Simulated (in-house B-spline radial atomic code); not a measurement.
## OEP/ALDAx excitations of Ru8+

Method: OEP/ALDAx. Computed with an all-electron radial atomic-structure program (B-spline basis): linear response of the closed shell [Ar] 3d10 4s2 4p6 with the adiabatic LDA exchange kernel on the exchange-only optimised effective potential; scalar-relativistic (spin-free one-electron X2C), finite nucleus, no spin-orbit coupling, no double excitations, S, P, D and F terms only; shells from n = 2 respond. Only terms of natural parity with L up to 3 were computed.

Command:
```bash
python run_td.py task.json out
```
Settings (radii: box in bohr, nucleus in fm):
```
Z                        44
electrons                36
configuration            [Ar] 3d10 4s2 4p6
hamiltonian              x2c
method                   oep
box_radius               11.59
rms_radius               4.4809
intervals                101
```

Time taken, with all properties: 3.4 s on 1 thread of Arm Neoverse N1 (shared host).

The lowest states, in the order of their Tamm-Dancoff energies; the method's threshold (minus the highest occupied level) is 179.35 eV. Labels give the largest channel, * marks a mixed state, and oscillator strengths are full-response dipole values. Semilocal kernels can invert the small singlet-triplet splittings of Rydberg terms. Energies in eV:

```tsv
state	full response	Tamm-Dancoff	oscillator strength
4p → 4d 3P	46.15	46.24	-
4p → 4d 3F	47.11	47.19	-
4p → 4d 1F	50.45	50.50	-
4p → 4d 1P	61.85	64.09	5.34
4p → 5s 3P	79.81	79.82	-
4s → 4d 3D	79.83	79.87	-
4p → 5s 1P	80.80	80.82	0.599
4s → 4d 1D	83.53	83.63	-
4p → 5p 3S	90.36	90.39	-
4p → 5p 3D	91.38	91.39	-
4p → 5p 1D	92.05	92.05	-
4p → 4f 3D	94.41	94.44	-
4p → 5p 1S	95.45	95.68	-
4p → 4f 1D	100.21	100.45	-
4p → 5d 3P	?	?	-
4p → 5d 3F	109.35	109.36	-
4p → 5d 1F	109.84	109.84	-
4p → 5d 1P	111.07	111.31	9.14e-05
4s → 5s 3S	112.37	112.38	-
4s → 5s 1S	114.25	114.35	-
4p → 6s 3P	121.21	121.21	-
4p → 6s 1P	?	?	?
```

(1) Where does 4p → 6s 1P lie?

(2) Where does 4p → 5d 3P lie?

(3) How large is the singlet-triplet splitting of 4p → 4d (F terms) in Tamm-Dancoff?

(4) What polarisabilities and dispersion coefficient does the method give?

## Answers

(1) At 121.54 eV in full response, 121.54 eV in Tamm-Dancoff, oscillator strength 0.113.

(2) At 109.05 eV in full response, 109.06 eV in Tamm-Dancoff.

(3) 3.31 eV, from the unrounded values.

(4) Dipole 1.177 bohr³, quadrupole 1.295 bohr⁵, C6 2.627 hartree·bohr⁶ for two such species.
